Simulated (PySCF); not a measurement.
C3H3BF2. Atoms are numbered in the order given.

```xyz
9

C      0.8657    -2.3143     0.0000
C      0.1966    -1.2972     0.0000
B     -0.6040     0.0001     0.0000
F     -1.9358    -0.0454     0.0000
C      0.0531     1.4328     0.0000
F      1.4340     1.4106     0.0000
H      1.4555    -3.2132     0.0000
H     -0.3062     1.9988     0.8837
H     -0.3062     1.9988    -0.8837
```
Charge 0, spin multiplicity 1.

Geometry: B3LYP-D3(BJ)/def2-SVP. The structure was generated by enumeration, and PubChem lists no compound with its InChIKey, so it may never have been made. Other conformers were not sampled.

Method: PySCF with TDA-ωB97X/def2-SVPD.

Vertical excitations. Isolated molecule, no solvent. State labels are in the subgroup Cs.

```csv
state,symmetry,energy (eV),λ (nm),f,main pairs
S1,A",5.02,247,0.000,HOMO→LUMO 94 %
S2,A',5.96,208,0.049,"HOMO−1→LUMO 65 %, HOMO→LUMO+2 14 %, HOMO→LUMO+1 13 %"
S3,A",6.52,190,0.005,HOMO−2→LUMO 88 %
S4,A",6.83,181,0.000,"HOMO−1→LUMO+2 44 %, HOMO−1→LUMO+1 40 %, HOMO−1→LUMO+4 11 %"
S5,A',8.14,152,0.076,HOMO−3→LUMO 94 %
S6,A',8.73,142,0.109,"HOMO→LUMO+1 35 %, HOMO→LUMO+2 32 %, HOMO→LUMO+3 19 %"
S7,A',8.77,141,0.171,"HOMO−2→LUMO+2 40 %, HOMO−2→LUMO+1 22 %, HOMO→LUMO+1 12 %"
S8,A",9.00,138,0.102,"HOMO−1→LUMO+1 35 %, HOMO−1→LUMO+2 32 %, HOMO−1→LUMO+3 18 %, HOMO−1→LUMO+5 6 %"
S9,A",9.17,135,0.018,HOMO−4→LUMO 84 %
S10,A',9.25,134,0.681,"HOMO−2→LUMO+1 23 %, HOMO−1→LUMO 19 %, HOMO→LUMO+2 17 %, HOMO−1→LUMO+7 14 %"
T1,A',4.49,276,0,HOMO−1→LUMO 86 %
T2,A",4.67,266,0,HOMO→LUMO 91 %
T3,A',5.57,223,0,"HOMO→LUMO+2 40 %, HOMO→LUMO+1 33 %, HOMO→LUMO+4 12 %"
T4,A",6.04,205,0,HOMO−2→LUMO 86 %
```
Triplets are in the Tamm–Dancoff approximation.
